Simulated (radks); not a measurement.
Neutral potassium inside a hard spherical wall (all orbitals vanish at R), configuration held at [Ar] 4s1 and not refilled when levels cross. Method: non-relativistic Kohn-Sham, LDA (Slater exchange, VWN5 correlation), spin-polarised, spherical densities, point nucleus; open shells are filled with parallel spins first; computed with a radial shooting solver on a logarithmic mesh with Libxc functionals. Eigenvalues in eV for spin up, with the zero of energy where the potential of the charges vanishes at infinity; a dash marks a level that is unbound or too diffuse for the functional's potential to be trusted. A positive occupied level is held by the wall or, in an anion where self-interaction has pushed it up, behind a barrier. The pressure on the wall is -dE/dV.

| R (bohr) | E (hartree) | kinetic (hartree) | e(2p) | e(3s) | e(3p) | e(4s) | e(4p, empty) | e(5s, empty) | pressure (GPa) |
|---|---|---|---|---|---|---|---|---|---|
| free | -598.20603 | 597.180 | -279.76 | -34.826 | -18.836 | -2.618 | -0.974 | -0.070 | 0 |
| 20 | -598.20603 | 597.180 | -279.76 | -34.826 | -18.836 | -2.618 | -0.971 | 0.104 | < 0.0001 |
| 12 | -598.20520 | 597.187 | -279.67 | -34.740 | -18.752 | -2.554 | -0.782 | 1.569 | 0.0108 |
| 10 | -598.20207 | 597.206 | -279.48 | -34.549 | -18.564 | -2.381 | -0.415 | 3.261 | 0.0706 |
| 7 | -598.16857 | 597.338 | -278.51 | -33.642 | -17.685 | -1.052 | 1.822 | 11.297 | 1.35 |
| 5 | -598.01931 | 597.816 | -276.54 | -31.950 | -16.059 | 3.712 | 8.531 | 31.583 | 15.6 |
| 4 | -597.70798 | 598.852 | -273.50 | -29.714 | -13.836 | 12.173 | 19.089 | 60.003 | 79.9 |
| 3.5 | -597.30935 | 600.224 | -270.01 | -27.356 | -11.378 | 21.568 | 29.986 | 87.324 | 216 |
| 2.5 | -594.26336 | 610.200 | -249.83 | -13.594 | 3.724 | 75.904 | 87.670 | 219.77 | 2550 |
| 2 | -588.15420 | 627.816 | -222.64 | 8.843 | 28.226 | 158.73 | 170.14 | 397.39 | 11900 |
